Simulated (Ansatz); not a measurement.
Z-matrix (Å, degrees):
```
C
F 1 1.431
Si 1 1.895 2 105.4
N 1 1.400 2 112.9 3 -123.2
H 1 1.094 2 105.0 3 117.8
O 3 1.645 1 106.8 2 164.0
H 3 1.486 1 109.9 2 43.2
H 3 1.491 1 107.7 2 -75.5
H 4 1.011 1 114.1 2 -63.6
H 4 1.010 1 113.9 2 64.5
H 6 0.957 3 118.4 1 -171.3
```

Total charge 0; spin multiplicity 1.

Q: List the PBE0/def2-TZVPP orbital energies in eV (Ansatz 0.2.0). (Estimate.)

A: Computed: Occupied: -1802.96, -673.11, -522.81, -391.45, -280.49, -145.23, -99.91, -99.87, -99.87, -32.70, -28.26, -25.34, -18.63, -15.97, -14.84, -14.06, -13.34, -12.95, -11.92, -10.79, -10.40, -10.11, -8.81, -8.47, -7.86. Lowest empty: 0.13, 0.95, 1.53, 2.04, 2.22, 2.55, 3.09, 3.46.
